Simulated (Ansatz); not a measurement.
A structure relaxed at PBE-D4/def2-SVP in Ansatz, charge 1, doublet:

Cartesian coordinates in Å:
```
Ge -0.4708 -1.0964 0.9918
Ge 0.4710 1.0956 -0.9926
O -1.0424 0.2131 -0.2593
O 1.0421 -0.2123 0.2601
```

Task: Give its formula and point group.

Result: Ge₂O₂⁺. Point group D2h (tolerance 0.1 Å).

Task: Summarise the bond lengths by kind (pairs closer than 1.2 times the sum of covalent radii, bridged metal pairs left out).

Result: 4 × Ge–O 1.90 Å.

The structure comes from a short search, and lower isomers may exist.
